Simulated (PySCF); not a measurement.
Working out the ionisation energy of Ag+

Ag+ [Kr] 4d10 (1S) → Ag(2+) [Kr] 4d9 (2D). Computed with PySCF 2.14 in aug-cc-pVDZ-PP with ECP28MDF (5s5p4d2f, 54 functions), with a scalar-relativistic core potential. Frozen: 4s2 4p6. Energies in hartree (1 hartree = 27.21139 eV):

```csv
part,Ag+ (lower),Ag(2+) (upper)
UHF,-145.820527,-145.095447
MP2 opposite-spin,-0.188255,-0.142273
MP2 same-spin,-0.107176,-0.082377
```

Q: What does Hartree-Fock give?

A: (-145.095447) − (-145.820527) = 0.725080 hartree = 19.730 eV.

Q: What do MP2 and SCS-MP2 (6/5 opposite-spin, 1/3 same-spin) give?

A: The opposite-spin parts differ by 1.251 eV and the same-spin parts by 0.675 eV. MP2: 19.730 + (1.251) + (0.675) = 21.656 eV. SCS-MP2: 19.730 + 1.2 × (1.251) + (0.675)/3 = 21.456 eV.

Reference: 21.484 eV (measured; NIST Atomic Spectra Database, ionization energies), between the lowest levels; spin-orbit coupling is absent from the calculation.

A double-zeta basis recovers only part of the correlation energy.

What remains against the reference includes basis incompleteness, the frozen core and correlation beyond second order.
